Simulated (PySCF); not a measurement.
A structure optimised at PBE0-D3(BJ)/def2-SVP, used in a PySCF frequency run:

```
B
F 1 1.3087
I 1 2.1240 2 118.78
I 1 2.1240 2 118.78 3 180.00
```

Q: Write its SMILES, formula and point group.

A: FB(I)I, BFI₂, C2v

Q: What are its rotational constants (standard atomic weights)?

A: 4.8705, 0.57460, 0.51396 GHz
